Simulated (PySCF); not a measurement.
Heteronuclear NMR

Atoms are numbered as in `[CH3:1][C@H:2]([F:3])[SiH2:4][O:5][SiH2:6][O:7][SiH3:8]`; H(Xn) means a hydrogen on atom n. Ha(Si4), Ha(Si6) are pro-R; Hb(Si4), Hb(Si6) are pro-S.

Computed data (PySCF 2.14): NMR shieldings at PBE0/pcSseg-1/GIAO, structure optimised with GFN2-xTB. Isolated molecule, one conformer, non-relativistic Hamiltonian, one averaged value for each set of equivalent atoms.

Q: What are the 19F shifts?

A: 
```json
{"atoms": "F3", "environment": "fluorine on an sp3 carbon", "σ (ppm)": "418.0", "δ (ppm)": "-216.6"}
```

Shieldings were converted by a linear fit to measured shifts: 19F (scatter 6.0 ppm rms, 7.0 ppm with the 5 outliers that the fit left out vs CFCl3, solution or neat liquid, with a term for F on sp3 carbon). A few per cent of atoms miss by over 2 rms, more outside the fitted compound classes.

On a 600 MHz spectrometer 19F resonates near 564.6 MHz, so 1 ppm is 564.6 Hz.

Q: Where does 29Si resonate?

A: 
```csv
atoms,environment,σ (ppm),δ (ppm)
Si4,"silicon bonded to C, O, 2 H",378.3,-30.9
Si8,"silicon bonded to O, 3 H",391.5,-41.8
Si6,"silicon bonded to 2 O, 2 H",399.3,-48.2
```

Shieldings were converted by a linear fit to measured shifts: 29Si: δ = 279.94 − 0.822σ (rms 8.9 ppm, 72 shifts, 25.8 ppm with the 6 outliers that the fit left out vs TMS, solution or neat liquid). Occasional misses reach two or three times the rms, and more in compound classes unlike the fitted ones.

On a 300 MHz spectrometer 29Si resonates near 59.6 MHz, so 1 ppm is 59.6 Hz.

Q: Predict the 17O NMR data.

A: 
```csv
atoms,environment,σ (ppm),δ (ppm)
O5,oxygen bonded to 2 Si,283.6,8.4
O7,oxygen bonded to 2 Si,292.5,0.2
```

Shieldings were converted by a linear fit to measured shifts: 17O (scatter 10.7 ppm rms, 12.2 ppm with the 3 outliers that the fit left out vs liquid water, solution or neat liquid). A few per cent of atoms miss by over 2 rms, more outside the fitted compound classes.

On a 400 MHz spectrometer 17O resonates near 54.2 MHz, so 1 ppm is 54.2 Hz.
